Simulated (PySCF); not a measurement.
Species: C₂H₆BBr₃Se.
Atom-mapped SMILES: `[CH3:1][Se+:2]([CH3:3])[B-:4]([Br:5])([Br:6])[Br:7]` (hydrogens: H8, H9, H10 on C1; H11, H12, H13 on C3)

A GFN2-xTB structure was refined with PySCF 2.14.0, PBE0-D3(BJ)/def2-SVP geometry optimisation, gas phase. Its GFN2-xTB values:

```json
{"coordinate": "C1–Se2", "GFN2-xTB": "1.947 Å"}
{"coordinate": "C1–H8", "GFN2-xTB": "1.087 Å"}
{"coordinate": "Se2–B4", "GFN2-xTB": "2.488 Å"}
{"coordinate": "B4–Br5", "GFN2-xTB": "1.935 Å"}
{"coordinate": "C1–Se2–C3", "GFN2-xTB": "98.2°"}
{"coordinate": "C1–Se2–B4", "GFN2-xTB": "99.7°"}
{"coordinate": "Se2–B4–Br5", "GFN2-xTB": "100.5°"}
{"coordinate": "Se2–B4–Br7", "GFN2-xTB": "101.9°"}
{"coordinate": "Br5–B4–Br6", "GFN2-xTB": "117.4°"}
```

How do these coordinates change at the PBE0-D3(BJ)/def2-SVP level?

```json
{"coordinate": "Se2–B4", "PBE0-D3(BJ)/def2-SVP (Å or °)": "2.122", "change": "-0.366"}
{"coordinate": "B4–Br5", "PBE0-D3(BJ)/def2-SVP (Å or °)": "1.988", "change": "+0.053"}
{"coordinate": "C1–Se2", "PBE0-D3(BJ)/def2-SVP (Å or °)": "1.932", "change": "-0.015"}
{"coordinate": "C1–H8", "PBE0-D3(BJ)/def2-SVP (Å or °)": "1.097", "change": "+0.010"}
{"coordinate": "Se2–B4–Br7", "PBE0-D3(BJ)/def2-SVP (Å or °)": "109.1", "change": "+7.2"}
{"coordinate": "Br5–B4–Br6", "PBE0-D3(BJ)/def2-SVP (Å or °)": "114.2", "change": "-3.2"}
{"coordinate": "Se2–B4–Br5", "PBE0-D3(BJ)/def2-SVP (Å or °)": "103.0", "change": "+2.5"}
{"coordinate": "C1–Se2–B4", "PBE0-D3(BJ)/def2-SVP (Å or °)": "101.1", "change": "+1.4"}
{"coordinate": "C1–Se2–C3", "PBE0-D3(BJ)/def2-SVP (Å or °)": "98.7", "change": "+0.5"}
```

The energy falls by 0.262 eV over 12 energy and gradient evaluations, the largest force component goes from 0.0134 to 3.9e-04 Eh/bohr, and the atoms move by 0.127 Å rms after alignment. The bond that changes most is Se2–B4 (ends: selenium bonded to B and 2 C; four-coordinate boron), which shortens by 0.366 Å. Bonds longer at the end by more than 0.005 Å: 9 of 12; shorter: 3. Rotational constants go from 536.3, 446.7, 423.3 to 524.2, 480.5, 455.6 MHz.

The run used 200 basis functions and 76 SCF cycles in all.

Not checked by PBE0-D3(BJ)/def2-SVP frequencies.

Shape of the structure used: `[CH3:1][Se+:2]([CH3:3])[B-:4]([Br:5])([Br:6])[Br:7]`: C1–Se2–B4–Br5 69°.
